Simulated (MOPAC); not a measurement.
MOPAC input (PM6):

```
PM6 FORCE THERMO(298,298) PRECISE LET GEO-OK AUX(PRECISION=9) THREADS=1
H6ClN3Si

N    -0.97555770 1   -1.16182359 1   -1.01850033 1
Si    0.07060700 1   -0.01692168 1   -0.32384685 1
N    -0.18007472 1    1.52916637 1   -0.98305809 1
N     1.69461404 1   -0.49547949 1   -0.47001585 1
Cl   -0.35816449 1    0.08483216 1    1.64042980 1
H    -1.97554688 1   -1.15782541 1   -0.87622191 1
H    -0.70002706 1   -1.93116241 1   -1.60493425 1
H    -0.72495527 1    1.73820796 1   -1.80227510 1
H     0.20091649 1    2.37297212 1   -0.57923524 1
H     2.08512225 1   -1.28964315 1    0.01685863 1
H     2.39541190 1   -0.03611330 1   -1.02643787 1
```

Output:

```
 *******************************************************************************
 **                                                                           **
 **                              MOPAC v23.2.5                                **
 **                                                                           **
 *******************************************************************************
 ** MOPAC's Digital Object Identifier: https://doi.org/10.5281/zenodo.6511958 **
 **                                                                           **
 ** Please cite the open-source release paper for use of this MOPAC version:  **
 ** J. E. Moussa and J. J. P. Stewart (2026)                                  **
 ** MOPAC: An open-source semiempirical molecular orbital program             **
 ** J. Open Source Softw., 11(119), 8025, https://doi.org/10.21105/joss.08025 **
 *******************************************************************************

                              PM6 CALCULATION RESULTS

 *******************************************************************************
 *  PM6        - The PM6 Hamiltonian to be used
 *  GEO-OK     - OVERRIDE INTERATOMIC DISTANCE AND OTHER SAFETY CHECKS
 *  LET        - OVERRIDE SOME SAFETY CHECKS
 *  PRECISE    - TIGHTER CRITERIA TO BE USED
 *  FORCE      - FORCE CALCULATION SPECIFIED
 *  AUX        - OUTPUT AUXILIARY INFORMATION
 *  THERMO     - THERMODYNAMIC QUANTITIES TO BE CALCULATED
 *******************************************************************************
PM6 FORCE THERMO(298,298) PRECISE LET GEO-OK AUX(PRECISION=9) THREADS=1
 H6ClN3Si

   ATOM   CHEMICAL          X               Y               Z
  NUMBER   SYMBOL      (ANGSTROMS)     (ANGSTROMS)     (ANGSTROMS)

     1       N         -0.97555770  *  -1.16182359  *  -1.01850033  *
     2      Si          0.07060700  *  -0.01692168  *  -0.32384685  *
     3       N         -0.18007472  *   1.52916637  *  -0.98305809  *
     4       N          1.69461404  *  -0.49547949  *  -0.47001585  *
     5      Cl         -0.35816449  *   0.08483216  *   1.64042980  *
     6       H         -1.97554688  *  -1.15782541  *  -0.87622191  *
     7       H         -0.70002706  *  -1.93116241  *  -1.60493425  *
     8       H         -0.72495527  *   1.73820796  *  -1.80227510  *
     9       H          0.20091649  *   2.37297212  *  -0.57923524  *
    10       H          2.08512225  *  -1.28964315  *   0.01685863  *
    11       H          2.39541190  *  -0.03611330  *  -1.02643787  *

          CARTESIAN COORDINATES

    NO.       ATOM           X           Y           Z

     1         N         -0.9756     -1.1618     -1.0185
     2        Si          0.0706     -0.0169     -0.3238
     3         N         -0.1801      1.5292     -0.9831
     4         N          1.6946     -0.4955     -0.4700
     5        Cl         -0.3582      0.0848      1.6404
     6         H         -1.9755     -1.1578     -0.8762
     7         H         -0.7000     -1.9312     -1.6049
     8         H         -0.7250      1.7382     -1.8023
     9         H          0.2009      2.3730     -0.5792
    10         H          2.0851     -1.2896      0.0169
    11         H          2.3954     -0.0361     -1.0264

 General Reference for PM6:
 "Optimization of Parameters for Semiempirical Methods V: Modification of NDDO Approximations
[...]
 VIBRATION         21    7A           ATOM PAIR      ENERGY CONTRIBUTION    RADIAL
 FREQUENCY          1551.98         N  1 -- H  7         +15.8% ( 33.9%)      2.7%
 TRANSITION DIPOLE   0.2607         N  4 -- H 11         +15.8% ( 33.9%)      2.7%
 TRAVEL (Ang.)       0.4909         N  3 -- H  8         +15.8% ( 33.9%)      2.8%
 REDUCED MASS        0.1803         N  4 -- H 10         +15.7% ( 33.8%)      2.7%
 EFFECTIVE MASS      1.8516         N  3 -- H  9         +15.7% ( 33.8%)      2.7%
 FORCE CONSTANT      0.2558         N  1 -- H  6         +15.7% ( 33.8%)      2.7%

 VIBRATION         22    8A           ATOM PAIR      ENERGY CONTRIBUTION    RADIAL
 FREQUENCY          2800.65         N  3 -- H  9         +22.2% ( 48.1%)     99.1%
 TRANSITION DIPOLE   0.8178         N  1 -- H  6         +22.2% ( 48.1%)     99.1%
 TRAVEL (Ang.)       0.3562         N  4 -- H 10         +22.2% ( 48.1%)     99.1%
 REDUCED MASS        0.1898         N  3 -- H  8         +10.9% ( 33.6%)     96.3%
 EFFECTIVE MASS      1.4810         N  4 -- H 11         +10.9% ( 33.6%)     96.3%
 FORCE CONSTANT      0.8770         N  1 -- H  7         +10.9% ( 33.6%)     96.3%

 VIBRATION         24    8E           ATOM PAIR      ENERGY CONTRIBUTION    RADIAL
 FREQUENCY          2801.28         N  1 -- H  6         +42.1% ( 66.2%)     99.2%
 TRANSITION DIPOLE   0.8945         N  4 -- H 10         +25.3% ( 51.3%)     99.1%
 TRAVEL (Ang.)       0.2860         N  1 -- H  7         +17.2% ( 42.3%)     95.7%
 REDUCED MASS        0.2944         N  4 -- H 11         +12.2% ( 35.6%)     96.2%
 EFFECTIVE MASS      1.4819
 FORCE CONSTANT      1.3611

 VIBRATION         26    9E           ATOM PAIR      ENERGY CONTRIBUTION    RADIAL
 FREQUENCY          2837.15         N  4 -- H 11         +46.4% ( 67.3%)     99.1%
 TRANSITION DIPOLE   1.1402         N  4 -- H 10         +18.2% ( 42.2%)     93.5%
 TRAVEL (Ang.)       0.2905         N  1 -- H  7         +18.0% ( 41.9%)     98.9%
 REDUCED MASS        0.2817         N  1 -- H  6          +8.6% ( 29.0%)     94.6%
 EFFECTIVE MASS      1.2389
 FORCE CONSTANT      1.3361

 VIBRATION         27    9A           ATOM PAIR      ENERGY CONTRIBUTION    RADIAL
 FREQUENCY          2846.25         N  1 -- H  7         +22.7% ( 46.9%)     98.8%
 TRANSITION DIPOLE   0.7069         N  4 -- H 11         +22.7% ( 46.9%)     98.8%
 TRAVEL (Ang.)       0.3616         N  3 -- H  8         +22.7% ( 46.9%)     98.8%
 REDUCED MASS        0.1812         N  4 -- H 10         +10.5% ( 31.9%)     94.1%
 EFFECTIVE MASS      1.2484         N  1 -- H  6         +10.5% ( 31.9%)     94.1%
 FORCE CONSTANT      0.8650         N  3 -- H  9         +10.5% ( 31.9%)     94.0%

      SYMMETRY NUMBER FOR POINT-GROUP C3  =  3

          SYSTEM IS A GROUND STATE

 H6ClN3Si

          MOLECULE IS NOT LINEAR

          THERE ARE 27 GENUINE VIBRATIONS IN THIS SYSTEM
          THIS THERMODYNAMICS CALCULATION IS LIMITED TO
          MOLECULES WHICH HAVE NO INTERNAL ROTATIONS

                    CALCULATED THERMODYNAMIC PROPERTIES
                                          *
   TEMP. (K)   PARTITION FUNCTION   H.O.F.    ENTHALPY  HEAT CAPACITY ENTROPY
                                   KCAL/MOL   CAL/MOLE    CAL/K/MOL  CAL/K/MOL

 298.00  VIB.     0.3633D+02                  3281.9518    22.6185    18.1525
         ROT.     0.6381D+05                   888.2803     2.9808    24.9665
         INT.     0.2318D+07                  4170.2321    25.5993    43.1190
         TRA.     0.1140D+28                  1480.4672     4.9680    40.0431
         TOT.                      -94.117    5650.6992    30.5673    83.1620

   *: NOTE: HEATS OF FORMATION ARE RELATIVE TO THE
            ELEMENTS IN THEIR STANDARD STATE AT 298K
              (=  Standard Enthalpy of Formation).

            Hvib:  Zero-point energy is not included.
                   frequencies of less than zero cm-1 are not included.
            Hrot = (3/2)RT
            Htra = (3/2)RT + pV = (5/2)RT

            Heat capacity is Cp, not Cv

          For more information, see: HTTP://OpenMOPAC.net/Manual/thermochemistry.html

           FORCE CONSTANT IN CARTESIAN COORDINATES (Millidynes/A)

    ATOM   CHEMICAL       X               Y               Z
   NUMBER   SYMBOL  FORCE CONSTANT  FORCE CONSTANT  FORCE CONSTANT

      1       N        8.352748        1.524053        5.321343
      2      Si        7.976586        7.627038        5.860459
      3       N        6.118918        8.120305        0.958921
      4       N        2.497496        6.571594        6.129054
      5      Cl        0.466229        0.720521        2.005689
      6       H        1.911678        0.564526        2.835545
      7       H        2.064807        0.570250        2.726810
      8       H        1.777688        3.361134        0.223045
      9       H        4.107179        0.959600        0.244970
     10       H        0.311042        4.372757        0.627950
     11       H        1.233930        1.266438        2.861499

 **********************
 *                    *
 * JOB ENDED NORMALLY *
 *                    *
 **********************

 == MOPAC DONE ==
```
